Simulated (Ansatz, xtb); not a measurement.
**Two isomers of C4H7Cl3**

We compare X, `C[C@H](Cl)CC(Cl)Cl`, a singlet, with Y, `CC[C@H](Cl)C(Cl)Cl`, a singlet. Both are isolated molecules in the gas phase, relaxed with B3LYP/def2-SVP, each in the lowest conformer that the search found.

**Question.** Estimate which is lower in electronic energy at CCSD(T)/def2-SVP + ΔMP2/def2-TZVPP, and by roughly how much.

**Answer.** The CCSD(T)/def2-SVP + ΔMP2/def2-TZVPP calculation puts structure X lower, by 3.9 kcal/mol.

Level by level:

```tsv
level	geometry	E(Y) − E(X) (kcal/mol)	departure from the last row (kcal/mol)	job, with rough time for the two
GFN2-xTB	GFN2-xTB	+3.0	−0.9	optimisation, 0.21 s
HF/STO-3G	GFN2-xTB	+5.5	+1.6	single point, 0.5 s
r2SCAN-D4/def2-SVP	GFN2-xTB	+3.8	−0.1	single point, 4.4 s
B3LYP/def2-SVP	B3LYP/def2-SVP	+4.5	+0.6	optimisation, 30 s
HF/def2-SVP	B3LYP/def2-SVP	+5.5	+1.6	part of the CCSD(T) run
MP2/def2-SVP	B3LYP/def2-SVP	+3.1	−0.8	part of the CCSD(T) run
CCSD(T)/def2-SVP	B3LYP/def2-SVP	+3.4	−0.5	single point
CCSD(T)/def2-SVP + ΔMP2/def2-TZVPP	B3LYP/def2-SVP	+3.9		single point, 78 s
```

As drawn, both hold the same kinds of bond in the same numbers.

The levels shown agree on the order. The largest departure from CCSD(T)/def2-SVP + ΔMP2/def2-TZVPP is that of HF/STO-3G, 1.6 kcal/mol. The last row adds to CCSD(T) the change of the MP2 difference between the two basis sets, here +0.5 kcal/mol.

With thermal terms from frequencies at re-optimised GFN2-xTB minima (ideal gas, soft modes damped towards free rotors, one conformer each, 298.15 K, 1 atm): on the last row, ΔE + ΔZPE = +4.1, ΔH = +4.1, ΔG = +4.2 kcal/mol.

The correlated steps freeze 19 core orbitals. Programs: Ansatz 0.2.0, xtb 6.7.1; the last row on 4 threads of Arm Neoverse V1 on a shared host.
